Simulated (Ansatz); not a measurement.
Ligand exchange on a metal centre used in film growth or etching (Zn CH3-SH). Gas-phase values, no solvent. One relaxed conformer stands for each flexible species; it need not be the lowest.

Quantity: redistribution energy (mixed species minus the weighted end members), in kJ/mol.

Case: 1 of 2 CH3 replaced by SH: [Zn(CH3)(SH)]. The other species in the difference include [Zn(CH3)2] (neutral, multiplicity 1). Geometry of [Zn(CH3)(SH)] (neutral, multiplicity 1, Å):

```xyz
7

Zn     0.0343    -0.0116    -0.0169
C     -0.7917     1.7235    -0.3009
H     -0.1700     2.3566    -0.9598
H     -0.9216     2.2537     0.6605
H     -1.7880     1.6155    -0.7674
S      0.9766    -1.9679     0.3281
H      0.5549    -2.4420    -0.8738
```

**Question.** Give the redistribution energy (mixed species minus the weighted end members) at the level frozen-core MP2/def2-TZVPP // TPSS-D3(BJ)/def2-SVP (Ansatz, a program for electronic structure).

**Answer.** -5.86 kJ/mol.
